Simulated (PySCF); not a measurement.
CH₆AlOSi, SMILES [CH3][Al+][O][SiH3], charge +1. Heavy atoms are numbered as in [Al+:1]([CH3:2])[O:6][SiH3:7]. Hydrogens are named by the atom that carries them.

The structure is a stationary point at PBE0-D3(BJ)/def2-SVP. The spin state was assumed, not searched. The isomer is the one that the SMILES or the coordinates give; other isomers of the formula were not compared. Other conformers were not sampled.

Level of theory: PBE/pcSseg-1 (PySCF).

GIAO shieldings, no solvent; atoms alike by connectivity are averaged. δ = σ(ref) − σ: ¹³C against TMS (σ = 182.0 ppm); ¹H against TMS (σ = 31.49 ppm); ¹⁷O against H2O (σ = 334.3 ppm); ²⁹Si against TMS (σ = 335.4 ppm), references at their B3LYP-D3(BJ)/def2-TZVP geometries, non-relativistic.

Computed chemical shifts:
| nucleus | atoms | count | δ (ppm) |
|---|---|---|---|
| ¹³C | C2 (CH3) | 1 | -12.4 |
| ¹H | H on Si7 | 3 | 6.00 |
| ¹H | H on C2 | 3 | 1.87 |
| ¹⁷O | O6 | 1 | 81.9 |
| ²⁹Si | Si7 (SiH3) | 1 | 4.5 |
